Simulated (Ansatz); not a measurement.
Consider the redistribution: `N[SiH2]N[SiH](N)Cl` + `N[Si@H](F)S[Si@@H](N)O` → `N[Si@H](F)S[Si@@H](N)Cl` + `N[SiH2]N[SiH](N)O`.

Isolated molecules relaxed with PBE0-D4/def2-TZVP in Ansatz; ΔE leaves out vibrations. CBS: MP2 limit from def2 TZ/QZ plus the TZ coupled-cluster correction, frozen cores. DFT in def2-TZVPP. B3LYP here is the variant with VWN-RPA as its local correlation; programs differ in this. Each species was taken in one conformer, which may not be the lowest.

| level | ΔE (kJ/mol) | difference from CCSD(T)/CBS |
| --- | --- | --- |
| PBE-D4 | 11.4 | 3.0 |
| r2SCAN-D4 | 10.4 | 2.0 |
| PBE0-D4 | 9.8 | 1.4 |
| B3LYP-D4 | 10.0 | 1.6 |
| ωB97X-V | 7.9 | -0.5 |
| ωB97M-V | 7.6 | -0.8 |
| B2PLYP | 9.6 | 1.2 |
| PBE | 11.4 | 3.0 |
| r2SCAN | 10.4 | 2.0 |
| PBE0 | 9.9 | 1.5 |
| B3LYP | 10.0 | 1.6 |
| HF/def2-TZVPP | 5.5 | -2.9 |
| MP2/def2-TZVPP | 9.0 | 0.6 |
| SCS-MP2/def2-TZVPP | 7.9 | -0.5 |
| CCSD/def2-TZVPP | 8.0 | -0.4 |
| CCSD(T)/def2-TZVPP | 9.0 | 0.6 |
| HF/def2-QZVPP | 5.5 | -2.9 |
| MP2/def2-QZVPP | 8.6 | 0.2 |
| SCS-MP2/def2-QZVPP | 7.7 | -0.7 |
| HF/CBS(def2) | 5.5 | -2.9 |
| MP2/CBS(def2) | 8.3 | -0.1 |
| CCSD/CBS(def2) | 7.4 | -1.0 |
| CCSD(T)/CBS | 8.4 | 0 |

Largest T1 diagnostic among the species: 0.012.

In def2-TZVPP, CCSD(T) changes the Hartree–Fock value by +3.6 kJ/mol (the triples alone add +1.0 kJ/mol) and MP2 by +3.5 kJ/mol.
